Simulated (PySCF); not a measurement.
Fill in the blanks.

Compound: (F3Si)2NH.
Geometry (PBE0-D3(BJ)/def2-SVP, Å), atoms numbered from 1 in this order:
```
atom  x, y, z in Å
Si1   -1.0494   -0.7720   -0.7960
F2    -1.7465   -0.3354   -2.1630
F3    -2.1930   -1.3968    0.1245
F4     0.0308   -1.9165   -1.0547
N5    -0.2629    0.5710   -0.1066
Si6    1.1554    0.5700    0.8360
F7     2.5009    0.5771   -0.0208
F8     1.1838   -0.7398    1.7451
F9     1.1730    1.8818    1.7443
H10   -0.6673    1.4838   -0.3043
```

```csv
property,level,value
"rotational constants A, B, C",PBE0-D3(BJ)/def2-SVP,"2.066, 0.675, 0.674 GHz"
dipole moment,wB97X-D/def2-SVPD,2.15 D
HOMO energy,wB97X-D/def2-SVPD,-11.96 eV
LUMO energy,wB97X-D/def2-SVPD,1.07 eV
lowest singlet excitation,TDDFT wB97X-D/def2-SVPD,"8.30 eV (149 nm, f = 0.043)"
strongest line among the 10 lowest singlet transitions,TDDFT wB97X-D/def2-SVPD,?
lowest triplet excitation (Tamm–Dancoff),TDA wB97X-D/def2-SVPD,?
static isotropic polarisability,wB97X-D/def2-SVPD,?
electronic spatial extent ⟨r²⟩ about the centre of nuclear charge,wB97X-D/def2-SVPD,1636 bohr²
1H chemical shifts (computed TMS as zero) by class,GIAO PBE0/pcSseg-1,1.52 (H10) ppm
"isotropic shieldings of nuclei other than C and H, by class",GIAO PBE0/pcSseg-1,"234 (N5), 326 (F2/F3/F4/F7/F8/F9), 431 (Si1/Si6) ppm"
core binding energies,"ΔSCF SCAN, pcX-2 on the ionised atom, pcseg-1 elsewhere, spin-free X2C, 2p3/2 from a spin–orbit splitting computed afterwards within the 2p shell","Si2p3/2 111.0 (Si1/Si6), N1s 406.6 (N5), F1s 694.0 (F2/F3/F4/F7/F8/F9), Si1s 1851.5 (Si1/Si6) eV"
```

The electronic properties come from PySCF, for the isolated species, density fitting. Geometry: PBE0-D3(BJ)/def2-SVP; no solvent or vibrations. NMR classes are plain means over equivalent atoms (diastereotopic ones count apart unless rotation or inversion swaps them), as if these changed places fast; in this geometry the members of some classes differ.

(1) The strongest line among the 10 lowest singlet transitions?

(2) What is the static isotropic polarisability?

(3) What is the lowest triplet excitation (Tamm–Dancoff)?

Answers

(1) S8/S9 at 11.22 eV (111 nm, f = 0.199 summed over these states).

(2) 49.0 au.

(3) 7.89 eV.

The principal polarisabilities are 45.2, 46.8 and 55.0 au; their mean is the isotropic value. The dipole matches unit charges of opposite sign 0.45 Å apart (1 e·Å = 4.8032 D). The rotational constants are those of a nearly prolate symmetric top. The polarisability is 7.26 Å³ as a volume (1 au = 0.148185 Å³), or 0.54 au for each of the 90 electrons. In wavenumbers S1 is 67000 cm⁻¹ (1 eV = 8065.54 cm⁻¹).
